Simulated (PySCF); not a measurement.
hexa-1,5-diene (C6H10), SMILES C=CCCC=C.

The structure is a stationary point at B3LYP-D3(BJ)/def2-SVP. The values are those of a single conformer.

The numbers are results of B3LYP-D3(BJ)/def2-SVP in PySCF 2.14.0, not measurements.

Frequencies are harmonic and unscaled.

Computed normal modes with their intensities:
| mode | ν (cm⁻¹) | IR (km/mol) | moving atoms (share of kinetic energy) |
|---|---|---|---|
| 1 | 78 | 0.0 | C 60 %, H 40 % |
| 2 | 119 | 0.1 | C 72 %, H 28 % |
| 3 | 149 | 0.3 | H 55 %, C 45 % |
| 4 | 249 | 0.4 | C 62 %, H 38 % |
| 5 | 317 | 0.8 | C 52 %, H 48 % |
| 6 | 427 | 0.8 | C 58 %, H 42 % |
| 7 | 550 | 2.7 | H 58 %, C 42 % |
| 8 | 556 | 7.2 | H 78 %, C 22 % |
| 9 | 672 | 7.2 | H 57 %, C 43 % |
| 10 | 830 | 2.4 | C 60 %, H 40 % |
| 11 | 846 | 2.6 | C 51 %, H 49 % |
| 12 | 935 | 28.6 | H 71 %, C 29 % |
| 13 | 938 | 17.9 | H 66 %, C 34 % |
| 14 | 942 | 29.4 | H 70 %, C 30 % |
| 15 | 1006 | 0.7 | H 59 %, C 41 % |
| 16 | 1015 | 2.2 | H 56 %, C 44 % |
| 17 | 1034 | 10.4 | H 90 %, C 10 % |
| 18 | 1040 | 6.1 | H 83 %, C 17 % |
| 19 | 1076 | 6.5 | H 67 %, C 33 % |
| 20 | 1157 | 2.3 | C 51 %, H 49 % |
| 21 | 1200 | 1.8 | H 82 %, C 18 % |
| 22 | 1265 | 1.3 | H 76 %, C 24 % |
| 23 | 1307 | 0.6 | H 82 %, C 18 % |
| 24 | 1319 | 1.3 | H 80 %, C 20 % |
| 25 | 1346 | 3.4 | H 71 %, C 29 % |
| 26 | 1379 | 4.1 | H 58 %, C 42 % |
| 27 | 1427 | 0.3 | H 85 %, C 15 % |
| 28 | 1436 | 1.4 | H 83 %, C 17 % |
| 29 | 1442 | 11.8 | H 91 %, C 9 % |
| 30 | 1464 | 10.0 | H 89 %, C 11 % |
| 31 | 1721 | 16.0 | C 87 %, H 13 % |
| 32 | 1722 | 5.2 | C 87 %, H 13 % |
| 33 | 3006 | 24.5 | H 94 % |
| 34 | 3017 | 12.9 | H 94 % |
| 35 | 3043 | 26.3 | H 91 %, C 9 % |
| 36 | 3076 | 20.1 | H 91 %, C 9 % |
| 37 | 3126 | 11.0 | H 95 % |
| 38 | 3128 | 20.1 | H 93 % |
| 39 | 3144 | 2.2 | H 93 % |
| 40 | 3151 | 7.7 | H 92 %, C 8 % |
| 41 | 3222 | 13.5 | H 89 %, C 11 % |
| 42 | 3231 | 13.9 | H 89 %, C 11 % |
